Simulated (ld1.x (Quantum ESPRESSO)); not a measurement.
## Ranking TM potentials for Ti (Z = 22)

All share these settings but for the change named:

```
Element                 : Ti (Z = 22)
Generator               : ld1.x (Quantum ESPRESSO) 7.5
Type                    : norm-conserving Troullier–Martins (Kleinman–Bylander form)
Functional              : LDA (PZ)
Relativity              : scalar-relativistic
Frozen core             : [Ne]
Valence charge          : 12
Reference configuration : 3s2 3p6 3d1 4s0 4p0 (charge +3)
Partial waves           : 3s (bound): rc 1.60 bohr; 3p (bound): rc 1.65 bohr; 3d (bound): rc 2.20 bohr
Local potential         : the d channel
Core correction         : none
```

Test errors are all-electron minus pseudo excitation energies from the reference, over 3s2 3p6 3d2 4s2 4p0; 3s2 3p6 3d2 4s1 4p0; 3s2 3p6 3d2 4s0 4p0; 3s2 3p6 3d2 4s1.5 4p0; 3s2 3p5 3d2 4s2 4p0; 3s2 3p6 3d3 4s0 4p0; 3s2 3p6 3d2 4s0 4p2. None of these files shows a bound ghost.

The base gives 1296.3 meV.

Of 8 variants that were run, those that failed, showed a ghost or another fault, or gave nearly equal values are left out.

Question: Rank these variants by their largest absolute test error, smallest first.
A. all radii scaled by about 1.35 (s 2.16, p 2.24, d 2.98 bohr)
B. all radii scaled by about 1.05 (s 1.68, p 1.74, d 2.30 bohr)
C. all radii scaled by about 1.27 (s 2.04, p 2.10, d 2.80 bohr)
D. all radii scaled by about 1.23 (s 1.96, p 2.02, d 2.70 bohr)
E. all radii scaled by about 1.10 (s 1.76, p 1.82, d 2.42 bohr)

Answer: B (1846.5 meV), E (2529.5 meV), D (4423.3 meV), C (5232.9 meV), A (6231.7 meV).
